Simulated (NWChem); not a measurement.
System: SiHCl, singlet; SMILES [SiH]Cl

Input file for NWChem:

```
start job
memory heap 200 mb stack 700 mb global 900 mb
geometry units angstroms
  Si     0.830923    -0.226627     0.732485
  H      1.877484    -0.475508    -0.289156
  Cl    -0.711626     0.193050    -0.572046
end
basis spherical
  * library 6-31g*
end
dft
  xc b3lyp
  iterations 150
end
task dft hessian
driver
  maxiter 150
  inhess 2
end
task dft optimize
```

NWChem printed, in part:

```
             Northwest Computational Chemistry Package (NWChem) 7.3.0
             --------------------------------------------------------

 CS  symmetry detected

                             Geometry "geometry" -> ""
                             -------------------------

 Output coordinates in angstroms (scale by  1.889725989 to convert to a.u.)

  No.       Tag          Charge          X              Y              Z
 ---- ---------------- ---------- -------------- -------------- --------------
    1 Si                  14.0000    -0.07819084    -1.08846912     0.00000000
    2 H                    1.0000     1.38736227    -1.31898179     0.00000000
    3 Cl                  17.0000    -0.01721709     0.97397350     0.00000000

 Effective nuclear repulsion energy (a.u.)      69.3781010844

      Symmetry information
      --------------------

 Group name             Cs
 Group number              2
 Group order               2
 No. of unique centers     3

                                Z-matrix (autoz)
                                --------

 Units are Angstrom for bonds and degrees for angles

      Type          Name      I     J     K     L     M      Value
      ----------- --------  ----- ----- ----- ----- ----- ----------
    1 Stretch                  1     2                       1.48357
    2 Stretch                  1     3                       2.06334
    3 Bend                     2     1     3                97.24527

                              NWChem Analytic Hessian
                              -----------------------

 Summary of "ao basis" -> "ao basis" (spherical)
 ------------------------------------------------------------------------------
       Tag                 Description            Shells   Functions and Types
 ---------------- ------------------------------  ------  ---------------------
 Si                          6-31g*                  8       18   4s3p1d
 H                           6-31g*                  2        2   2s
 Cl                          6-31g*                  8       18   4s3p1d

  ncent_ecp
  NO ECPs here                  566
  HESS GRID fine

                                 NWChem DFT Module
                                 -----------------

            General Information
            -------------------
          SCF calculation type: DFT
          Wavefunction type:  closed shell.
          No. of atoms     :     3
          No. of electrons :    32
           Alpha electrons :    16
            Beta electrons :    16
          Charge           :     0
          Spin multiplicity:     1
          Use of symmetry is: off; symmetry adaption is: off
          Maximum number of iterations: 150
          AO basis - number of functions:    38
                     number of shells:    18
          Convergence on energy requested:  1.00D-07
          Convergence on density requested:  1.00D-05
          Convergence on gradient requested:  1.00D-06

              XC Information
              --------------
                         B3LYP Method XC Potential
                     Hartree-Fock (Exact) Exchange  0.200
                        Slater Exchange Functional  0.800 local
                    Becke 1988 Exchange Functional  0.720 non-local
              Lee-Yang-Parr Correlation Functional  0.810
                  VWN I RPA Correlation Functional  0.190 local

             Grid Information
             ----------------
          Grid used for XC integration:  fine
          Radial quadrature: Mura-Knowles
          Angular quadrature: Lebedev.
          Tag              B.-S. Rad. Rad. Pts. Rad. Cut. Ang. Pts.
          ---              ---------- --------- --------- ---------
          Si                  1.10      123          10.0       770
          H                   0.35       60          10.0       590
          Cl                  1.00      123          11.0       770
          Grid pruning is: on
          Number of quadrature shells:   306
          Spatial weights used:  Erf1

      Superposition of Atomic Density Guess
      -------------------------------------

 Sum of atomic energies:        -748.76612278

      Non-variational initial energy
      ------------------------------

 Total energy =    -748.974626
 1-e energy   =   -1174.219693
 2-e energy   =     355.866966
 HOMO         =      -0.225494
 LUMO         =      -0.065352

   convergence    iter        energy       DeltaE   RMS-Dens  Diis-err
 ---------------- ----- ----------------- --------- --------- ---------
 d= 0,ls=0.0,diis     1   -750.2450738402 -8.20D+02  2.20D-02  1.89D-01
 d= 0,ls=0.0,diis     2   -750.2399730056  5.10D-03  1.37D-02  1.78D-01
 d= 0,ls=0.0,diis     3   -750.2707057125 -3.07D-02  3.47D-03  1.31D-02
 d= 0,ls=0.0,diis     4   -750.2728859312 -2.18D-03  7.83D-04  7.44D-04
 d= 0,ls=0.0,diis     5   -750.2730027213 -1.17D-04  1.01D-04  6.18D-06
  Resetting Diis
 d= 0,ls=0.0,diis     6   -750.2730039006 -1.18D-06  2.22D-05  2.93D-07
 d= 0,ls=0.0,diis     7   -750.2730039632 -6.26D-08  4.64D-06  9.29D-09

         Total DFT energy =     -750.273003963165
      One electron energy =    -1175.151438057826
           Coulomb energy =      405.063805384632
    Exchange-Corr. energy =      -49.563472374342
 Nuclear repulsion energy =       69.378101084370

 Numeric. integr. density =       32.000000312569

                       DFT Final Molecular Orbital Analysis
                       ------------------------------------

 Vector   14  Occ=2.000000D+00  E=-3.533408D-01
              MO Center= -2.1D-02,  7.9D-01,  1.0D-09, r^2= 1.4D+00
   Bfn.  Coefficient  Atom+Function         Bfn.  Coefficient  Atom+Function
  ----- ------------  ---------------      ----- ------------  ---------------
    29      0.685290  3 Cl pz                33      0.372029  3 Cl pz
    25     -0.269465  3 Cl pz                 9      0.162884  1 Si pz
    13      0.069807  1 Si pz                 5     -0.065003  1 Si pz
    15      0.049048  1 Si d -1              35     -0.028280  3 Cl d -1

 Vector   15  Occ=2.000000D+00  E=-3.432115D-01
              MO Center= -9.3D-02,  5.6D-01, -1.3D-09, r^2= 2.0D+00
   Bfn.  Coefficient  Atom+Function         Bfn.  Coefficient  Atom+Function
  ----- ------------  ---------------      ----- ------------  ---------------
    27      0.610029  3 Cl px                31      0.331150  3 Cl px
    28     -0.271332  3 Cl py                23     -0.239147  3 Cl px
     6     -0.180939  1 Si s                  8      0.163340  1 Si py
    10     -0.142920  1 Si s                 32     -0.130839  3 Cl py
    24      0.105743  3 Cl py                 7      0.085265  1 Si px

 Vector   16  Occ=2.000000D+00  E=-2.463915D-01
              MO Center= -1.4D-01, -9.6D-01, -8.1D-10, r^2= 2.9D+00
   Bfn.  Coefficient  Atom+Function         Bfn.  Coefficient  Atom+Function
  ----- ------------  ---------------      ----- ------------  ---------------
    10      0.407805  1 Si s                  7     -0.375717  1 Si px
     6      0.358038  1 Si s                 20     -0.317565  2 H  s
    27      0.303799  3 Cl px                31      0.199294  3 Cl px
    19     -0.190522  2 H  s                 28      0.174127  3 Cl py
     8     -0.172908  1 Si py                 2     -0.152929  1 Si s

 Vector   17  Occ=0.000000D+00  E=-1.150087D-01
              MO Center= -6.4D-02, -9.7D-01, -8.9D-10, r^2= 2.9D+00
   Bfn.  Coefficient  Atom+Function         Bfn.  Coefficient  Atom+Function
  ----- ------------  ---------------      ----- ------------  ---------------
     9      0.596824  1 Si pz                13      0.539845  1 Si pz
    29     -0.257514  3 Cl pz                33     -0.235791  3 Cl pz
     5     -0.218740  1 Si pz                25      0.098449  3 Cl pz
    35     -0.036430  3 Cl d -1

 Vector   18  Occ=0.000000D+00  E=-4.185074D-03
              MO Center= -1.4D-01, -1.1D+00,  1.0D-10, r^2= 4.1D+00
   Bfn.  Coefficient  Atom+Function         Bfn.  Coefficient  Atom+Function
  ----- ------------  ---------------      ----- ------------  ---------------
    12      1.062070  1 Si py                30     -0.741372  3 Cl s
    32      0.541726  3 Cl py                10      0.473609  1 Si s
     8      0.449202  1 Si py                28      0.286808  3 Cl py
    26     -0.194653  3 Cl s                 11     -0.192556  1 Si px
    20      0.171362  2 H  s                  4     -0.154543  1 Si py

 Vector   19  Occ=0.000000D+00  E= 8.307825D-02
              MO Center= -2.0D-03, -1.0D+00,  6.5D-10, r^2= 4.1D+00
   Bfn.  Coefficient  Atom+Function         Bfn.  Coefficient  Atom+Function
  ----- ------------  ---------------      ----- ------------  ---------------
    20      1.496649  2 H  s                 11     -1.248211  1 Si px
    10     -0.929845  1 Si s                  6     -0.445477  1 Si s
    30      0.389436  3 Cl s                  7     -0.370446  1 Si px
    32     -0.336342  3 Cl py                31      0.218848  3 Cl px
    12     -0.205057  1 Si py                19      0.185592  2 H  s

     Multipole analysis of the density
     ---------------------------------

     L   x y z        total         alpha         beta         nuclear
     -   - - -        -----         -----         ----         -------
     0   0 0 0     -0.000000    -16.000000    -16.000000     32.000000

     1   1 0 0      0.206526      0.103263      0.103263      0.000000
     1   0 1 0     -0.430195     -0.215097     -0.215097      0.000000
     1   0 0 1      0.000000      0.000000      0.000000      0.000000

     2   2 0 0    -21.103943    -14.150545    -14.150545      7.197147
     2   1 1 0     -0.962531      1.167606      1.167606     -3.297742
     2   1 0 1     -0.000000     -0.000000     -0.000000      0.000000
     2   0 2 0    -20.148367    -71.591190    -71.591190    123.034013
     2   0 1 1     -0.000000     -0.000000     -0.000000      0.000000
     2   0 0 2    -17.798974     -8.899487     -8.899487      0.000000

 HESSIAN: the one electron contributions are done in       0.1s

 HESSIAN: 2-el 1st deriv. term done in                     2.6s

 HESSIAN: 2-el 2nd deriv. term done in                     4.7s

 HESSIAN: the two electron contributions are done in       9.7s

                                NWChem CPHF Module
                                ------------------

  scftype          =     RHF
  nclosed          =       16
  nopen            =        0
  variables        =      352
  # of vectors     =        9
  tolerance        = 0.10D-03
  level shift      = 0.00D+00
  max iterations   =       50
  max subspace     =       90

 SCF residual:    8.9637350377674989E-005

Iterative solution of linear equations
  No. of variables      352
  No. of equations        9
  Maximum subspace       90
        Iterations       50
       Convergence  1.0D-04

   iter   nsub   residual    time
   ----  ------  --------  ---------
     1      9    6.74D-02      19.4
     2     18    3.72D-02      21.0
     3     27    3.77D-03      22.7
     4     36    4.17D-04      24.5
     5     45    1.08D-05      26.2
 HESSIAN: the CPHF contributions are done

 Derivative Dipole

 X vector of derivative dipole (au) [debye/angstrom]
 d_dipole_x/<atom=   1,x> =     0.8266     [    3.9701]
 d_dipole_x/<atom=   1,y> =     0.0961     [    0.4616]
 d_dipole_x/<atom=   1,z> =     0.0000     [    0.0000]
 d_dipole_x/<atom=   2,x> =    -0.5915     [   -2.8412]
 d_dipole_x/<atom=   2,y> =    -0.0818     [   -0.3927]
 d_dipole_x/<atom=   2,z> =    -0.0000     [   -0.0000]
 d_dipole_x/<atom=   3,x> =    -0.2350     [   -1.1289]
 d_dipole_x/<atom=   3,y> =    -0.0144     [   -0.0689]
 d_dipole_x/<atom=   3,z> =    -0.0000     [   -0.0000]

 Y vector of derivative dipole (au) [debye/angstrom]
 d_dipole_y/<atom=   1,x> =     0.1384     [    0.6648]
 d_dipole_y/<atom=   1,y> =     1.4584     [    7.0052]
 d_dipole_y/<atom=   1,z> =     0.0000     [    0.0000]
 d_dipole_y/<atom=   2,x> =     0.0688     [    0.3306]
 d_dipole_y/<atom=   2,y> =    -0.1744     [   -0.8377]
 d_dipole_y/<atom=   2,z> =    -0.0000     [   -0.0000]
 d_dipole_y/<atom=   3,x> =    -0.2072     [   -0.9954]
 d_dipole_y/<atom=   3,y> =    -1.2840     [   -6.1675]
 d_dipole_y/<atom=   3,z> =    -0.0000     [   -0.0000]

[...]

      ----------------------
      Optimization converged
      ----------------------

  Step       Energy      Delta E   Gmax     Grms     Xrms     Xmax
  ---- ---------------- -------- -------- -------- -------- --------
@    3    -750.27449252 -1.3D-07  0.00000  0.00000  0.00051  0.00090
                                     ok       ok       ok       ok

                                Z-matrix (autoz)
                                --------

 Units are Angstrom for bonds and degrees for angles

      Type          Name      I     J     K     L     M      Value     Gradient
      ----------- --------  ----- ----- ----- ----- ----- ---------- ----------
    1 Stretch                  1     2                       1.53232   -0.00000
    2 Stretch                  1     3                       2.11044   -0.00000
    3 Bend                     2     1     3                94.84355   -0.00000

                         Geometry "geometry" -> "geometry"
                         ---------------------------------

 Output coordinates in angstroms (scale by  1.889725989 to convert to a.u.)

  No.       Tag          Charge          X              Y              Z
 ---- ---------------- ---------- -------------- -------------- --------------
    1 Si                  14.0000    -0.10839597    -1.11384754     0.00000000
    2 H                    1.0000     1.41079794    -1.31395226     0.00000000
    3 Cl                  17.0000    -0.01044763     0.99432238     0.00000000

 Effective nuclear repulsion energy (a.u.)      67.8301185532

      Symmetry information
      --------------------

 Group name             Cs
 Group number              2
 Group order               2
 No. of unique centers     3

                Final and change from initial internal coordinates
                --------------------------------------------------

                                Z-matrix (autoz)
                                --------

 Units are Angstrom for bonds and degrees for angles

      Type          Name      I     J     K     L     M      Value       Change
      ----------- --------  ----- ----- ----- ----- ----- ---------- ----------
    1 Stretch                  1     2                       1.53232    0.04875
    2 Stretch                  1     3                       2.11044    0.04710
    3 Bend                     2     1     3                94.84355   -2.40172

 ==============================================================================
                                internuclear distances
 ------------------------------------------------------------------------------
       center one      |      center two      | atomic units |  angstroms
 ------------------------------------------------------------------------------
    2 H                |   1 Si               |     2.89566  |     1.53232
    3 Cl               |   1 Si               |     3.98816  |     2.11044
 ------------------------------------------------------------------------------
                         number of included internuclear distances:          2
 ==============================================================================
```

Level: B3LYP/6-31G* (spherical d). Low-valent species are run as closed-shell singlets; no triplet was tried in these runs.
